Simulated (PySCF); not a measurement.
# Quadrupolar nuclei of `[H]/N=C\[C@@H]1CC=C(CN)CC1` in NMR

Species: C8H14N2.
Geometry (GFN2-xTB, Å), atoms numbered from 1 in this order:
```
atom  x, y, z in Å
N1    -2.9120   -1.8389    0.1985
C2    -1.8764   -1.1834   -0.0633
C3    -1.7687    0.2679   -0.4372
C4    -0.8698    0.4270   -1.6674
C5     0.5779    0.2473   -1.3280
C6     1.0740    0.3351   -0.1018
C7     2.5346    0.1168    0.1890
N8     2.6867   -1.0097    1.1045
C9     0.2157    0.6018    1.1003
C10   -1.1815    1.0848    0.7219
H11   -3.7805   -1.3035    0.1491
H12   -0.9384   -1.7289   -0.0244
H13   -2.7738    0.6478   -0.6642
H14   -1.1573   -0.2978   -2.4346
H15   -1.0171    1.4239   -2.0973
H16    1.2326    0.0523   -2.1676
H17    3.0837   -0.0137   -0.7591
H18    2.9417    0.9996    0.6941
H19    2.3620   -1.8625    0.6595
H20    3.6634   -1.1385    1.3448
H21    0.1599   -0.3139    1.6947
H22    0.7049    1.3505    1.7281
H23   -1.8424    1.0260    1.5895
H24   -1.1310    2.1298    0.4064
```

Computed at PBE0/pcSseg-1 (PySCF, non-relativistic):

```
atom             environment  nucleus  spin I    Q (b)  CQ = χzz (MHz)      η
  N1          imine nitrogen      14N       1  0.02044          -5.043  0.377
  N8  primary amine nitrogen      14N       1  0.02044          -5.606  0.142
```

Problem. Recover the principal values of the field gradient from CQ = 234.96 MHz × Q × Vzz, η = (Vxx − Vyy)/Vzz and a zero trace.

Solution. The tensor is traceless, so η fixes the two smaller values:

```
atom  Vxx (au)  Vyy (au)  Vzz (au)  Vzz (10²¹ V/m²)
  N1     0.327     0.723    -1.050           -10.20
  N8     0.501     0.666    -1.167           -11.34
```

Problem. PQ = |CQ|√(1 + η²/3), νQ = 3|CQ|/[2I(2I − 1)], ν0 = |g|·7.62259 MHz/T·B with g(14N) = 0.40376: values at 28.2 T?

Solution. 
```
atom  PQ (MHz)  νQ (MHz)  ν0 (MHz)  νQ/ν0
  N1     5.160     7.564     86.79  0.087
  N8     5.624     8.408     86.79  0.097
```

For N1: PQ = 5.043 × 1.0234, νQ = 5.043 × 1.5000, ν0 = 3.0777 MHz/T × 28.2 T.

Problem. First-order 14N doublet splittings with the field along y and x of the gradient, (3/4)|CQ|(1 ± η)?

Solution. N1: 5.206 and 2.358 MHz; N8: 4.800 and 3.608 MHz.

Problem. In the extreme-narrowing limit, with isotropic tumbling and one correlation time, the quadrupolar linewidth goes as PQ². What relative widths follow for the 14N sites?

Solution. N8 1, N1 0.84, with N8 as 1.

Problem. Take a correlation time of 20 ps, isotropic tumbling and extreme narrowing. What quadrupolar relaxation rates and linewidths follow?

Solution. 1/T1 = 1/T2 = (3π²/10)(2I + 3)/[I²(2I − 1)] × PQ² × τc; the width is 1/(πT2).

```csv
site,spin factor (2I + 3)/[I²(2I − 1)],1/T1 (s⁻¹),T1 (ms),linewidth (Hz)
14N at N1,5.000,7880,0.127,2510
14N at N8,5.000,9370,0.107,2980
```

The structure is a single GFN2-xTB conformer in the gas phase; no vibrational or solvent corrections. GFN2-xTB bond lengths can be off by several hundredths of an ångström, more for odd bonds, and the gradients follow them. With a basis this small, the couplings can be 20 % off.
